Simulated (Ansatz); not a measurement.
Compare A (`CC(C)[Si]O`) with its isomer B (`CC[Si]OC`).

Calculated with Ansatz (gas phase, PBE0-D4/def2-TZVP geometries, no zero-point term in ΔE). CCSD(T)/CBS adds triple-zeta CCSD(T) − MP2 to the extrapolated MP2 energy (def2 sets, frozen cores). DFT in def2-TZVPP. One conformer a species, not always the lowest.

Task: Which is lower in electronic energy at CCSD(T)/CBS, and by how much? (Best estimate.)

Result: The calculation gave: A, by 13.0 kcal/mol.

Task: Give E(B) − E(A) in kcal/mol with ωB97M-V, PBE0-D4, B2PLYP, CCSD(T)/def2-TZVPP, r2SCAN-D4, PBE-D4, MP2/def2-TZVPP. (An estimate is asked.)

Result: Computed: ωB97M-V 12.4, PBE0-D4 12.4, B2PLYP 11.4, CCSD(T)/def2-TZVPP 12.5, r2SCAN-D4 12.0, PBE-D4 12.0, MP2/def2-TZVPP 13.9. None reverses the order clearly.

Task: Does the order hold for the free energy at 298.15 K (harmonic terms from PBE0-D4)? (Estimate.)

Result: Computed: Yes: G(B) − G(A) = +12.9 kcal/mol, for one conformer each. Modes under 60 cm⁻¹, often nearly free rotors, make the harmonic entropy too high.

Largest T1 diagnostic: 0.013.

In def2-TZVPP, CCSD(T) changes the Hartree–Fock value by +3.2 kcal/mol (the triples alone add +0.3 kcal/mol) and MP2 by +4.6 kcal/mol. Leaving LDA and LC-ωPBE aside and taking each functional with its dispersion term where it has one, the values, not all of them listed here, spread over 3.0 kcal/mol, from BLYP-D4 to PBE-QIDH. LDA lies +1.5 kcal/mol from PBE without D4.
